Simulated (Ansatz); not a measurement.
`S[SiH2][SnH3]` + CH₃SH → `C[S][SnH3]` + `[SiH3]S` at 400 K and 1 bar (cleavage of the Sn–Si bond).

Program: Ansatz. Geometries: PBE0-D4/def2-TZVP. ΔE: electronic, gas phase. CCSD(T)/CBS adds triple-zeta CCSD(T) − MP2 to the extrapolated MP2 energy (def2 sets, frozen cores). This one scheme is used for every species. def2 core potentials past Kr. For Sn outer-core shells are correlated without core-valence functions, which leaves a few kJ/mol of doubt a bond. One conformer a species, not always the lowest.

| species | CCSD(T)/CBS energy (Eh) | H − E (kJ/mol) | S (J/(mol·K)) |
| --- | --- | --- | --- |
| `S[SiH2][SnH3]` | -904.49431 | 156.6 | 397.1 |
| CH₃SH | -438.22835 | 138.7 | 269.4 |
| `C[S][SnH3]` | -653.46026 | 184.5 | 369.5 |
| `[SiH3]S` | -689.27336 | 109.8 | 293.0 |

H − E and S are ideal-gas, rigid-rotor, harmonic terms from PBE0-D4/def2-TZVP, for one conformer and one mirror image of each species. 1 Eh = 2625.50 kJ/mol, R = 8.31446 J/(mol·K).

Problem. By hand: ΔE, ΔH, ΔS and ΔG.

Solution. ΔE = (-653.46026) + (-689.27336) − (-904.49431) − (-438.22835) = -0.01096 Eh = -28.8 kJ/mol. Δ(H − E) = 184.5 + 109.8 − 156.6 − 138.7 = -1.0, so ΔH = -29.8 kJ/mol. ΔS = 369.5 + 293.0 − 397.1 − 269.4 = -4.0 J/(mol·K). ΔG = -29.8 − 400 × (-4.0)/1000 = -28.2 kJ/mol.

Problem. By hand: the equilibrium constant, and the temperature at which ΔG would vanish if ΔH and ΔS stayed fixed.

Solution. log₁₀ K = −ΔG/(RT ln 10) = 3.7. ΔG = 0 at ΔH/ΔS = 7450 K, far beyond where these terms or the molecules hold.

The number of gas molecules stays the same, so ΔS is small and ΔH decides. A doubt of 5 kJ/mol in ΔE shifts log₁₀ K by 0.7 here. Other conformers and mirror images would add mixing entropy, several J/(mol·K) or more a flexible species. These are equilibria of isolated gas molecules and say nothing of rates. Largest T1 diagnostic: 0.013 (customary marks: 0.02 for closed shells, 0.045 for open ones).
